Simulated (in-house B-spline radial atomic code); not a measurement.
Results of a calculation; reference values are marked as such.
# C6 from the polarisability at imaginary frequency: Hg III (Hg2+)

B3LYP (VWN-RPA) linear response of the closed shell [Xe] 4f14 5d10, from a B-spline radial code for spherical atoms; scalar-relativistic (spin-free one-electron X2C), finite nucleus, no spin-orbit coupling; shells from n = 3 respond.

The dispersion coefficient of two like species is C6 = (3/π) ∫ α(iu)² du from 0 to ∞.

```csv
u (hartree),α(iu) (bohr³)
0,8.045
0.156,7.764
0.364,6.832
0.624,5.578
1.04,4.063
1.56,2.86
2.34,1.835
3.64,1.033
5.2,0.6199
7.79,0.3399
13,0.1573
26,0.0538
```

Q: Fit one oscillator, α(iu) = α(0)/(1 + u²/ω²), through u = 1.56 and estimate C6.

A: From α(0)/α(iu) − 1 = 8.045/2.86 − 1 = 1.8129, ω = u/√1.8129 = 1.1586 hartree (31.5 eV). London's formula gives C6 = (3/4) α(0)² ω = 0.75 × 8.045² × 1.1586 = 56.24 hartree·bohr⁶, and the oscillator holds f = α(0) ω² = 10.80 electrons, of a sum of oscillator strengths of 71.6.

Q: How does that compare with the full integral?

A: The program's quadrature over all excitations gives C6 = 52.91, so the single oscillator is off by +6.3 %. At the last point the fit gives α = 0.0159 against 0.0538: higher excitations, and deeper shells where there are any, keep the true curve higher at large u.
